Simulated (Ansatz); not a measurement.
A nudged elastic band was laid between two geometries of CH6BNOSi (11 atoms, charge 0, multiplicity 1).

Level of theory: Ansatz, RKS r2SCAN-D4/def2-SVP.

```json
{
 "movable images": "9",
 "climbing image": "yes",
 "spring": "5.0 eV/Å²",
 "optimiser": "quadratic models (default)",
 "start path": "IDPP",
 "force threshold": "0.03 eV/Å",
 "iteration limit": "60",
 "end points": "relaxed"
}
```

Initial state:

```xyz
11
Properties=species:S:1:pos:R:3
C -1.333 -1.743 0.459
B -0.351 -0.538 0.460
O 0.906 -0.377 0.912
Si 0.423 1.195 0.163
N 1.284 1.709 -1.223
H -2.278 -1.475 0.961
H -0.898 -2.623 0.959
H -1.604 -2.018 -0.574
H 0.618 2.244 1.199
H 2.094 2.318 -1.172
H 1.204 1.250 -2.123
```

Final state:

```xyz
11
Properties=species:S:1:pos:R:3
C -1.335 -1.742 0.457
B -0.353 -0.537 0.459
O 0.901 -0.373 0.917
Si 0.420 1.197 0.160
N 1.290 1.708 -1.222
H -2.277 -1.475 0.965
H -0.898 -2.624 0.953
H -1.612 -2.014 -0.575
H 0.609 2.248 1.194
H 1.219 1.242 -2.120
H 2.102 2.314 -1.166
```

(1) Which bonds break or form, and what moves?

(2) What energy profile does the band end with?

(3) What is the geometry of the highest image?

(4) What are the harmonic wavenumbers there?

The band took 10 iterations and about 5 core-minutes.

Results:

(1) No bond is made or broken. The dihedral O3–Si4–N5–H10 goes from -93 to 70°. The two ends are copies of one structure, up to a mirror image or an exchange of like atoms.

(2) It converged. The highest image is number 5 of 0 to 10, 6.2 kcal/mol above the ends, which have the same energy within 2 meV. A vibrational analysis at the climbing image gives one clearly imaginary mode, 295i cm⁻¹: a first-order saddle point.

```csv
image,path coordinate (Å),energy (kcal/mol),dihedral O3–Si4–N5–H10 (°)
0,0.00,0.0,-93
1,0.35,0.6,-73
2,0.70,2.1,-54
3,1.05,4.1,-34
4,1.40,5.7,-14
5,1.75,6.2,5
6,2.19,5.5,27
7,2.63,3.8,46
8,3.08,2.0,60
9,3.52,0.4,64
10,3.96,0.0,70
```

(3) 
```xyz
11
Properties=species:S:1:pos:R:3
C -1.058 -1.848 0.546
B -0.321 -0.483 0.460
O 0.892 -0.079 0.897
Si 0.192 1.336 0.076
N 1.243 1.840 -1.213
H -2.033 -1.730 1.047
H -0.465 -2.602 1.088
H -1.280 -2.228 -0.465
H 0.031 2.436 1.068
H 2.046 1.234 -1.375
H 0.819 2.068 -2.109
```

(4) 295i, 68, 138, 234, 260, 361, 432, 504, 586, 686, 794, 823, 827, 856, 875, 1069, 1278, 1407, 1422, 1458, 1539, 2222, 3030, 3127, 3138, 3550, 3646 cm⁻¹.

Run time: 2.8 min on 2 threads of AMD EPYC 9R14 (Zen 4), with other jobs on the host, peak memory 0.17 GiB.
